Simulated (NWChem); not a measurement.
System: C$_{3}$H$_{6}$O$_{2}$; SMILES OC1COC1

Input file for NWChem:

```
start job
memory heap 200 mb stack 900 mb global 1100 mb
geometry units angstroms noautosym nocenter noautoz
  O     -0.038843    -1.735350    -0.324359
  C      0.026836    -0.545601     0.417807
  C     -1.028016     0.498681     0.017600
  O     -0.027420     1.531005    -0.103609
  C      1.031445     0.557928    -0.006310
  H      0.595836    -2.365586     0.060807
  H      0.046032    -0.733996     1.516503
  H     -1.504161     0.236088    -0.956909
  H     -1.818987     0.754444     0.756143
  H      1.499709     0.324595    -0.992790
  H      1.821302     0.861265     0.716847
end
basis spherical
  * library 6-31g*
end
dft
  xc hfexch
  iterations 150
  mulliken
end
task dft energy
esp
  recalculate
  probe 0.07
  range 0.3
  factor 1.0
  spacing 0.02
end
task esp
```

All runs use the structure optimised with PBE-D3(BJ)/def2-SVP.

Atomic charges in e: unrestrained fits to the electrostatic potential beside Mulliken populations; buried atoms are poorly determined by the fit.

Atoms are numbered as in the input.

Problem. Give the results of this calculation. (Hartree-Fock/6-31G* (spherical d).) Quantities: ESP O1; Mulliken O1; ESP C2; Mulliken C2; ESP C3; Mulliken C3; ESP O4; Mulliken O4; ESP C5; Mulliken C5; relative RMS misfit of the potential (%).

Solution. 
```json
{
  "ESP O1": "-0.69",
  "Mulliken O1": "-0.78",
  "ESP C2": "0.23",
  "Mulliken C2": "0.10",
  "ESP C3": "0.35",
  "Mulliken C3": "0.03",
  "ESP O4": "-0.55",
  "Mulliken O4": "-0.67",
  "ESP C5": "0.29",
  "Mulliken C5": "0.02",
  "relative RMS misfit of the potential (%)": "22"
}
```
